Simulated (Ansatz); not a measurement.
## One molecule, several partners

H₂Te beside different partners, each pair relaxed from a docking trial to one local arrangement, named by its closest contact against the van der Waals radii; a more strongly bound one may exist. Pairs that react, share a proton or have a doubtful reference are left out. Counterpoise interaction energies from the frozen fragments; negative means bound. Gas-phase electronic energies, without zero-point energy, by CCSD(T) at an estimated basis limit (MP2 extrapolated from triple and quadruple zeta, plus CCSD(T) − MP2 in triple zeta); Ansatz 0.2.0, def2-TZVPPD and QZVPPD, frozen cores, core potentials past krypton, on PBE0-D4/def2-TZVP structures. Extrapolation: Hartree–Fock as exp(−7.88 √X), correlation as X^−2.97.

| partner | closest contact, atom of H₂Te first (Å) | Hartree–Fock limit (kcal/mol) | interaction energy (kcal/mol) |
| --- | --- | --- | --- |
| NH₄⁺ | Te···H 2.50 | -9.58 | ? |
| H₂O₂ (SMILES OO) | Te···H 2.74 | -0.24 | -3.76 |
| CH₃F (SMILES CF) | Te···C 4.00 | 0.30 | -1.14 |
| SiH₃F (SMILES [SiH3]F) | Te···F 3.34 | 0.44 | -1.94 |
| CH₄O (SMILES CO) | Te···O 3.06 | -0.50 | -3.15 |
| HF | Te···H 2.57 | -1.85 | -4.15 |

(1) What is the interaction energy with NH₄⁺? (To be estimated.)

No T1 diagnostic of these runs exceeds 0.013. The filled d shells of Te are correlated in sets not built for that, so values that involve them are less sure.

For scale, one of the runs: CCSD(T)/def2-TZVPPD, 238 basis functions, launched by `ansatz run in.yaml --threads 4 --pin off --events-out ev --progress --plain --max-ram 9574MiB`. The run took 37 s on 4 CPU threads of an Intel Xeon 6975P-C (shared host), with 5.3 GiB of host memory at its peak.

Results:

(1) Computed: -13.75 kcal/mol. It counts from the two fragments frozen as in the pair.
